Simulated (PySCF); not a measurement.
Cartesian coordinates (Å):
```xyz
7

Cd     0.0261    -0.0145     0.1135
N      1.6634     1.1695     0.0201
H      2.4718     0.6675    -0.3784
H      1.9634     1.4655     0.9612
N     -1.6400    -1.1418    -0.0974
H     -2.4900    -0.5584    -0.1358
H     -1.7740    -1.7657     0.7125
```
Charge 0, spin multiplicity 1.

Question: Predict the charge on the central atom (Mulliken), total energy, LUMO, HOMO and HOMO–LUMO gap from TPSSh-D3(BJ)/def2-TZVP // BP86-D3(BJ)/def2-SVP in PySCF.

Answer: 
The charge on the central atom (Mulliken) is 0.73 e and the total energy comes out as -279.6533 Ha. The LUMO is -1.02 eV and the HOMO comes out as -5.95 eV. The HOMO–LUMO gap is 4.93 eV.
